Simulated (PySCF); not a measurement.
Dissociation curve of CaH, doublet.

Computed with: UHF/def2-SVP (PySCF); UHF/LANL2DZ = unrestricted Hartree-Fock/LANL2DZ, with its core potentials past Ne (PySCF); UCCSD(T) = CCSD(T) on UHF/def2-SVP, 5 core orbitals frozen run with PySCF.

Energies relative to the lowest point of each curve near equilibrium, in kcal/mol:

| R / Å | UHF | UHF/LANL2DZ |
|---|---|---|
| 1.58 | 26.0 | 40.9 |
| 1.68 | 14.4 | 24.5 |
| 1.78 | 6.9 | 13.4 |
| 1.89 | 2.2 | 5.8 |
| 1.94 | 1.0 | 3.6 |
| 1.99 | 0.3 | 1.9 |
| 2.05 | 0.0 | 0.7 |
| 2.12 | 0.3 | 0.0 |
| 2.19 | 1.1 | 0.0 |
| 2.34 | 4.2 | 1.8 |
| 2.46 | 7.6 | 4.4 |
| 2.70 | 15.4 | 10.4 |

Problem. Estimate the UCCSD(T) values at these points.

Solution. 1.58: 22.5; 1.68: 12.0; 1.78: 5.5; 1.89: 1.5; 1.94: 0.6; 1.99: 0.1; 2.05: 0.0; 2.12: 0.4; 2.19: 1.3; 2.34: 4.2; 2.46: 7.2; 2.70: 14.0 (kcal/mol).

The scan ran from 1.58 to 7.99 Å; beyond the distances shown one of the unrestricted levels run for this scan, shown here or not, changes its spin distribution in one step. The unrestricted determinant behind UHF/LANL2DZ is spin-contaminated at 2.70 Å (<S²> up to 0.9, against 0.75 for a pure doublet).
